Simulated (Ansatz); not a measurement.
Relaxation of C2H4AlBr (8 atoms, charge 0, multiplicity 1), to a largest force component of 0.02 eV/Å in at most 50 steps.

The calculation used RKS B3LYP/def2-SVP in Ansatz 0.2.0.

```xyz
8
Properties=species:S:1:pos:R:3
Br -1.948 1.180 -0.021
C -0.328 0.467 -0.654
C 0.707 0.357 0.417
Al 0.030 -1.395 -0.064
H 0.063 0.758 -1.670
H 0.445 0.777 1.421
H 1.102 -2.424 -0.469
H -0.675 -2.745 0.443
```

Where does it end, and by what steps?

The run converged. After 16 steps the energy has fallen by 4.065 eV; Br1 moved furthest, 1.68 Å. Parted: C2–Al4 (1.99 → 2.86 Å).

```json
{"step": "0", "energy less start (eV)": "0.0000", "largest force component (eV/Å)": "4.019", "accepted": "yes"}
{"step": "1", "energy less start (eV)": "-1.4801", "largest force component (eV/Å)": "2.802", "accepted": "yes"}
{"step": "2", "energy less start (eV)": "-2.5011", "largest force component (eV/Å)": "2.603", "accepted": "yes"}
{"step": "3", "energy less start (eV)": "-3.0424", "largest force component (eV/Å)": "1.257", "accepted": "yes"}
{"step": "4", "energy less start (eV)": "-3.3147", "largest force component (eV/Å)": "0.964", "accepted": "yes"}
{"step": "5", "energy less start (eV)": "-3.4992", "largest force component (eV/Å)": "0.544", "accepted": "yes"}
{"step": "6", "energy less start (eV)": "-3.6477", "largest force component (eV/Å)": "0.385", "accepted": "yes"}
{"step": "7", "energy less start (eV)": "-3.7679", "largest force component (eV/Å)": "0.333", "accepted": "yes"}
{"step": "8", "energy less start (eV)": "-3.8529", "largest force component (eV/Å)": "0.520", "accepted": "yes"}
{"step": "9", "energy less start (eV)": "-3.9310", "largest force component (eV/Å)": "0.263", "accepted": "yes"}
{"step": "10", "energy less start (eV)": "-3.9878", "largest force component (eV/Å)": "0.293", "accepted": "yes"}
{"step": "11", "energy less start (eV)": "-4.0122", "largest force component (eV/Å)": "0.280", "accepted": "yes"}
{"step": "12", "energy less start (eV)": "-4.0294", "largest force component (eV/Å)": "0.273", "accepted": "yes"}
{"step": "13", "energy less start (eV)": "-4.0487", "largest force component (eV/Å)": "0.370", "accepted": "yes"}
{"step": "14", "energy less start (eV)": "-4.0490", "largest force component (eV/Å)": "0.747", "accepted": "yes"}
{"step": "15", "energy less start (eV)": "-4.0648", "largest force component (eV/Å)": "0.021", "accepted": "yes"}
{"step": "16", "energy less start (eV)": "-4.0650", "largest force component (eV/Å)": "0.009", "accepted": "yes"}
```

```xyz
8
Properties=species:S:1:pos:R:3
Br -1.075 2.537 -0.484
C -0.389 0.756 -0.588
C -0.288 -0.087 0.449
Al 0.431 -1.876 0.160
H -0.089 0.521 -1.614
H -0.625 0.273 1.429
H 0.892 -2.250 -1.311
H 0.539 -2.901 1.362
```

Run time: 31 s on 2 threads of Intel(R) Xeon(R) Platinum 8488C (Sapphire Rapids), with other jobs on the host, peak memory 0.24 GiB.
